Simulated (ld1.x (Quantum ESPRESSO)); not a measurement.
# neodymium (Nd), ultrasoft: configuration errors across variants

neodymium (Nd), ultrasoft, made with ld1.x (Quantum ESPRESSO) 7.5 (BLYP, scalar-relativistic). Core [Kr] 4d10, reference 4f3 5s2 5p6 5d1 6s2 6p0. Waves: 5s (bound): rcut 2.20, rcutus 2.75 bohr; 6s (bound): rcut 2.20, rcutus 2.75 bohr; 5p (bound): rcut 2.55, rcutus 2.75 bohr; 6p (bound, empty): rcut 2.55, rcutus 2.75 bohr; 5d (bound): rcut 2.05, rcutus 2.65 bohr; 5d channel at 0.15 Ry: rcut 2.05, rcutus 2.65 bohr; 4f (bound): rcut 1.30, rcutus 1.40 bohr; 4f channel at 2.75 Ry: rcut 1.30, rcutus 1.40 bohr. Local part: all-electron potential smoothed inside 1.15 bohr (lloc = -1). Core correction: Bessel-smoothed model core inside 0.65 bohr. Augmentation charge: PSQ, radius 1.35 bohr.

All-electron excitation energies from the reference (eV): (1) 4f4 5s2 5p6 5d0 6s2 6p0 -1.765; (2) 4f4 5s2 5p6 5d0 6s1 6p0 3.967; (3) 4f4 5s2 5p6 5d0 6s0 6p0 14.862; (4) 4f4 5s2 5p6 5d0 6s1 6p1 0.614; (5) 4f3 5s2 5p6 5d0 6s2 6p0 6.180; (6) 4f3 5s2 5p6 5d0 6s0 6p0 37.150.

The overlap operator is not positive definite (basis up to 400 Ry) in “base”, “waves 5s (bound): rcut 1.62, rcutus 1.72 bohr; 6s (bound): rcut 1.62, rcutus 1.72 bohr”, “waves 5s (bound): rcut 2.04, rcutus 2.16 bohr; 6s (bound): rcut 2.04, rcutus 2.16 bohr”, “waves 5s (bound): rcut 2.20, rcutus 2.66 bohr; 6s (bound): rcut 2.20, rcutus 2.66 bohr”, “waves 5s (bound): rcut 2.20, rcutus 2.96 bohr; 6s (bound): rcut 2.20, rcutus 2.96 bohr”, “waves 5s (bound): rcut 2.20, rcutus 3.26 bohr; 6s (bound): rcut 2.20, rcutus 3.26 bohr”, “waves 5s (bound): rcut 2.20, rcutus 3.58 bohr; 6s (bound): rcut 2.20, rcutus 3.58 bohr”, “waves 5s (bound): rcut 2.20, rcutus 3.78 bohr; 6s (bound): rcut 2.20, rcutus 3.78 bohr”, “waves 5s (bound): rcut 2.20, rcutus 4.04 bohr; 6s (bound): rcut 2.20, rcutus 4.04 bohr”. Such files are unfit for use, however small their errors in these radial tests.

Tests that are not counted but printed errors over 1 eV. “base”: 4f2 5s2 5p6 5d0 6s0 6p0 (solver errors, printed error -752 eV). “waves 5s (bound): rcut 1.62, rcutus 1.72 bohr; 6s (bound): rcut 1.62, rcutus 1.72 bohr”: 4f2 5s2 5p6 5d0 6s0 6p0 (solver errors, printed error -758 eV). “waves 5s (bound): rcut 2.20, rcutus 2.66 bohr; 6s (bound): rcut 2.20, rcutus 2.66 bohr”: 4f2 5s2 5p6 5d0 6s0 6p0 (solver errors, printed error -753 eV).

A true bound ghost makes a file unfit for plane-wave use even where its test errors are small: the radial tests pick states by their node count and pass the ghost by. Where a test does run into it, the solver fails or the error is huge.

Errors AE − PS in meV (a dash: test not solved or not reliable):

| change | (1) | (2) | (3) | (4) | (5) | (6) | bound ghosts |
| --- | --- | --- | --- | --- | --- | --- | --- |
| base | -1383 | -1483 | -1530 | -1439 | -43 | -69 | not determined (overlap not positive) |
| waves 5s (bound): rcut 1.62, rcutus 1.72 bohr; 6s (bound): rcut 1.62, rcutus 1.72 bohr | -1386 | -1503 | -1596 | -1466 | -20 | -73 | s (p not tested, overlap not positive) |
| waves 5s (bound): rcut 2.04, rcutus 2.16 bohr; 6s (bound): rcut 2.04, rcutus 2.16 bohr | -1275 | -1377 | -1449 | -1344 | -22 | -70 | not determined (overlap not positive) |
| waves 5s (bound): rcut 2.20, rcutus 2.66 bohr; 6s (bound): rcut 2.20, rcutus 2.66 bohr | -1382 | -1484 | -1535 | -1440 | -39 | -69 | not determined (overlap not positive) |
| waves 5s (bound): rcut 2.20, rcutus 2.96 bohr; 6s (bound): rcut 2.20, rcutus 2.96 bohr | -1383 | -1477 | -1517 | -1433 | -59 | -70 | not determined (overlap not positive) |
| waves 5s (bound): rcut 2.20, rcutus 3.26 bohr; 6s (bound): rcut 2.20, rcutus 3.26 bohr | – | – | – | – | – | – | not determined (overlap not positive) |
| waves 5s (bound): rcut 2.20, rcutus 3.58 bohr; 6s (bound): rcut 2.20, rcutus 3.58 bohr | – | – | – | – | – | – | not determined (overlap not positive) |
| waves 5s (bound): rcut 2.20, rcutus 3.78 bohr; 6s (bound): rcut 2.20, rcutus 3.78 bohr | – | – | – | – | – | – | not determined (overlap not positive) |
| waves 5s (bound): rcut 2.20, rcutus 4.04 bohr; 6s (bound): rcut 2.20, rcutus 4.04 bohr | – | – | – | – | – | – | not determined (overlap not positive) |

Question: Give the same row for: waves 5s (bound): rcut 2.20, rcutus 2.46 bohr; 6s (bound): rcut 2.20, rcutus 2.46 bohr.

Answer: –, -1709, -1794, -1654, -29, -68; bound ghosts: not determined (overlap not positive). Not counted: 4f4 5s2 5p6 5d0 6s2 6p0 (pseudo-atom not self-consistent, printed error -1.3 eV); 4f2 5s2 5p6 5d0 6s0 6p0 (solver errors, printed error -758 eV). Its overlap operator is not positive definite in a basis up to 400 Ry (lowest eigenvalue s -0.03, p -0.49), so the file is unfit for use: the generalised eigenproblem breaks down once the basis is large enough, and its test numbers describe a broken file.
